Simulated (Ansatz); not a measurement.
Reaction (formal loss of a carbene): `CC(=O)O[SiH3]` → `O=CO[SiH3]` + `[CH2]` (triplet)

Isolated molecules relaxed with PBE0-D4/def2-TZVP in Ansatz; ΔE leaves out vibrations. CCSD(T)/CBS adds triple-zeta CCSD(T) − MP2 to the extrapolated MP2 energy (def2 sets, frozen cores). This one scheme is used for every species. DFT in def2-TZVPP. Triplets are unrestricted, without spin–orbit coupling. Each species was taken in one conformer, which may not be the lowest.

`CC(=O)O[SiH3]`:

Z-matrix (Å, degrees):
```
C
C 1 1.494
H 1 1.092 2 109.5
H 1 1.092 2 109.6 3 -117.3
H 1 1.087 2 110.0 3 121.3
O 2 1.204 1 125.6 3 -120.8
O 2 1.342 1 113.0 3 59.2
Si 7 1.694 2 116.2 1 -180.0
H 8 1.481 7 102.6 2 -179.9
H 8 1.479 7 110.7 2 62.3
H 8 1.479 7 110.7 2 -62.2
```

`O=CO[SiH3]`:

```xyz
8

O    -1.086    1.475    0.323
C    -1.426    0.394   -0.063
O    -0.593   -0.621   -0.275
Si    1.059   -0.361    0.025
H    -2.464    0.113   -0.289
H     1.662   -1.669   -0.309
H     1.577    0.701   -0.864
H     1.272   -0.032    1.451
```

`[CH2]` (triplet):

```xyz
3

C    -0.158   -0.197    0.111
H     0.757   -0.587   -0.307
H    -0.599    0.784    0.196
```

| level | ΔE (eV) |
| --- | --- |
| BHLYP-D4 | 4.67 |
| revPBE | 4.56 |
| PBE0 | 4.78 |
| SCS-MP2/def2-TZVPP | 4.84 |

**Question.** What does CCSD(T)/CBS give? (Estimate.)

**Answer.** Ansatz gave: +4.84 eV. The listed levels differ from it by -0.17, -0.28, -0.06, 0.00 eV.

**Question.** What do rigid-rotor, harmonic-oscillator terms from PBE0-D4/def2-TZVP frequencies (298.15 K, 1 bar) make of the CCSD(T)/CBS value? (Estimate.)

**Answer.** Computed: ΔZPE = -0.29 eV, ΔH = +4.61 eV, ΔS = 159 J/(mol·K), ΔG = +4.12 eV. Open shells count their whole term as degenerate.

Largest T1 diagnostic among the species: 0.016.

At CCSD(T), def2-SVP lies −0.19 eV from the extrapolated value and def2-TZVPP −0.12 eV. Leaving LDA and LC-ωPBE aside and taking each functional with its dispersion term where it has one, the values, not all of them listed here, spread over 0.36 eV, from r2SCAN0-D4 to ωB97X-V. LDA lies +0.81 eV from PBE without D4. From r2SCAN to r2SCAN0 (25 % exact exchange), in def2-TZVPP and without D4, ΔE moves by −0.03 eV.
